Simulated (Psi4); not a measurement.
titanium atom (Ti), triplet (typed; the unrestricted solution is spin-contaminated); BHHLYP/aug-cc-pVDZ (Psi4).

The Psi4 input:
```
memory 2 GB

molecule {
0 3
Ti    0.00000000    0.00000000    0.00000000
}

set {
  basis aug-cc-pvdz
  reference uks
  scf_type pk
  puream true
  d_convergence 1e-8
  dft_radial_points 99
  dft_spherical_points 590
}

energy('bhhlyp')
print_variables()
```

Output, abridged:

```
   => Loading Basis Set <=

    Name: AUG-CC-PVDZ
    Role: ORBITAL
    Keyword: BASIS

         ---------------------------------------------------------
                                   SCF
               by Justin Turney, Rob Parrish, Andy Simmonett
                          and Daniel G. A. Smith
                              UKS Reference
         ---------------------------------------------------------

  ==> Geometry <==

    Molecular point group: d2h
    Geometry (in Angstrom), charge = 0, multiplicity = 3:

       Center              X                  Y                   Z               Mass
    ------------   -----------------  -----------------  -----------------  -----------------
         TI           0.000000000000     0.000000000000     0.000000000000    47.947941980000

  Running in d2h symmetry.

  Rotational constants: A = ************  B = ************  C = ************ [cm^-1]
  Rotational constants: A = ************  B = ************  C = ************ [MHz]
  Nuclear repulsion =    0.000000000000000

  Charge       = 0
  Multiplicity = 3
  Electrons    = 22
  Nalpha       = 12
  Nbeta        = 10

  ==> Algorithm <==

  SCF Algorithm Type is PK.
  DIIS enabled.
  MOM disabled.
  Fractional occupation disabled.
  Guess Type is CORE.
  Energy threshold   = 1.00e-06
  Density threshold  = 1.00e-08
  Integral threshold = 1.00e-12

  ==> Primary Basis <==

  Basis Set: AUG-CC-PVDZ
    Blend: AUG-CC-PVDZ
    Number of shells: 19
    Number of basis functions: 59
    Number of Cartesian functions: 69
    Spherical Harmonics?: true
    Max angular momentum: 3

  ==> DFT Potential <==

   => LibXC <=

    Version 7.1.2
    S. Lehtola, C. Steigemann, M. J. T. Oliveira, and M. A. L. Marques,  SoftwareX 7, 1–5 (2018) (10.1016/j.softx.2017.11.002)

   => Composite Functional: BHANDHLYP <=

    BHandHLYP Hyb-GGA Exchange-Correlation Functional

    A. D. Becke,  J. Chem. Phys. 98, 1372 (1993) (10.1063/1.464304)
    Defined through Gaussian implementation.

    Deriv               =              1
    GGA                 =           TRUE
    Meta                =          FALSE

    Exchange Hybrid     =           TRUE
    MP2 Hybrid          =          FALSE

   => Exchange Functionals <=

    0.5000         Becke 88

   => Exact (HF) Exchange <=

    0.5000               HF

   => Correlation Functionals <=

    1.0000   Lee, Yang & Parr

   => LibXC Density Thresholds  <==

    XC_HYB_GGA_XC_BHANDHLYP:  1.00E-15

   => Molecular Quadrature <=

    Radial Scheme          =       TREUTLER
    Pruning Scheme         =           NONE
    Nuclear Scheme         =       TREUTLER

    Blocking Scheme        =         OCTREE
    BS radius alpha        =              1
    Pruning alpha          =              1
    Radial Points          =             99
    Spherical Points       =            590
    Total Points           =          57230
    Total Blocks           =            547
    Max Points             =            254
    Max Functions          =             59
    Weights Tolerance      =       1.00E-15

  ==> Integral Setup <==

  Using in-core PK algorithm.
   Calculation information:
      Number of atoms:                   1
      Number of AO shells:              19
      Number of primitives:            178
      Number of atomic orbitals:        69
      Number of basis functions:        59

      Integral cutoff                 1.00e-12
      Number of threads:                 1

  Performing in-core PK
  Using 3134670 doubles for integral storage.
  We computed 18145 shell quartets total.
  Whereas there are 18145 unique shell quartets.

  ==> DiskJK: Disk-Based J/K Matrices <==

    J tasked:                  Yes
    K tasked:                  Yes
    wK tasked:                  No
    Schwarz Cutoff:          1E-12

  Minimum eigenvalue in the overlap matrix is 1.5323403869E-04.
  Reciprocal condition number of the overlap matrix is 5.1734735250E-05.
    Using symmetric orthogonalization.

[...]
   @UKS iter   9:  -849.32469231043547   -2.88916e-04   3.34327e-04 DIIS/ADIIS
   @UKS iter  10:  -849.32497937435915   -2.87064e-04   2.90785e-04 DIIS/ADIIS
   @UKS iter  11:  -849.32460528920501    3.74085e-04   2.89812e-04 DIIS/ADIIS
   @UKS iter  12:  -849.32419807119970    4.07218e-04   1.89066e-04 DIIS/ADIIS
   @UKS iter  13:  -849.32421945053375   -2.13793e-05   6.82142e-05 DIIS
   @UKS iter  14:  -849.32423912984734   -1.96793e-05   6.02041e-05 DIIS
   @UKS iter  15:  -849.32427060523355   -3.14754e-05   3.58436e-05 DIIS
   @UKS iter  16:  -849.32427885930701   -8.25407e-06   2.11689e-05 DIIS
   @UKS iter  17:  -849.32427911410196   -2.54795e-07   1.41645e-06 DIIS
   @UKS iter  18:  -849.32427910707588    7.02607e-09   1.17489e-06 DIIS
   @UKS iter  19:  -849.32427910775289   -6.77005e-10   1.11255e-07 DIIS
   @UKS iter  20:  -849.32427910779109   -3.81988e-11   6.37674e-08 DIIS
   @UKS iter  21:  -849.32427910779404   -2.95586e-12   2.10439e-08 DIIS
   @UKS iter  22:  -849.32427910779370    3.41061e-13   4.33276e-10 DIIS
  Energy and wave function converged.

  ==> Post-Iterations <==

   Electrons on quadrature grid:
      Nalpha   =   12.0000000016 ; deviation = 1.577e-09
      Nbeta    =   10.0000000016 ; deviation = 1.578e-09
      Ntotal   =   22.0000000032 ; deviation = 3.154e-09

   @Spin Contamination Metric:   1.000969118E+00
   @S^2 Expected:                2.000000000E+00
   @S^2 Observed:                3.000969118E+00
   @S   Expected:                1.000000000E+00
   @S   Observed:                1.000000000E+00

    Orbital Energies [Eh]
    ---------------------

    Alpha Occupied:

[...]
    Alpha Virtual:

[...]
    Beta Occupied:

[...]
       4Ag    -0.158531

    Beta Virtual:

[...]
      10B1u    1.350714

    Final Occupation by Irrep:
             Ag   B1g   B2g   B3g    Au   B1u   B2u   B3u
    DOCC [     4,    0,    0,    0,    0,    2,    2,    2 ]
    SOCC [     0,    0,    1,    1,    0,    0,    0,    0 ]
    NA   [     4,    0,    1,    1,    0,    2,    2,    2 ]
    NB   [     4,    0,    0,    0,    0,    2,    2,    2 ]

  @UKS Final Energy:  -849.32427910779370

   => Energetics <=

    Nuclear Repulsion Energy =              0.0000000000000000
    One-Electron Energy =               -1166.3190621469348116
    Two-Electron Energy =                 338.5754986099309463
    DFT Exchange-Correlation Energy =     -21.5807155707897884
    Empirical Dispersion Energy =           0.0000000000000000
    VV10 Nonlocal Energy =                  0.0000000000000000
    Total Energy =                       -849.3242791077936999

  UHF NO Occupations:
  HONO-2 :    4 Ag 1.0000000
  HONO-1 :    1B2g 1.0000000
  HONO-0 :    1B3g 1.0000000
  LUNO+0 :    5 Ag 1.0000000
  LUNO+1 :    3B2u 0.0001609
  LUNO+2 :    3B3u 0.0001609
  LUNO+3 :    3B1u 0.0001608

Computation Completed

Properties will be evaluated at   0.000000,   0.000000,   0.000000 [a0]

Properties computed using the SCF density matrix

 Multipole Moments:

 ------------------------------------------------------------------------------------
     Multipole            Electronic (a.u.)      Nuclear  (a.u.)        Total (a.u.)
 ------------------------------------------------------------------------------------

 L = 1.  Multiply by 2.5417464519 to convert [e a0] to [Debye]
 Dipole X            :          0.0000000            0.0000000            0.0000000
 Dipole Y            :          0.0000000            0.0000000            0.0000000
 Dipole Z            :          0.0000000            0.0000000            0.0000000
 Magnitude           :                                                    0.0000000

 ------------------------------------------------------------------------------------

  Variable Map:
  ----------------------------------------------------------------------------
[...]
  Array Variable Map:
  ----------------------------------------------------------------------------
[...]
[...]
```
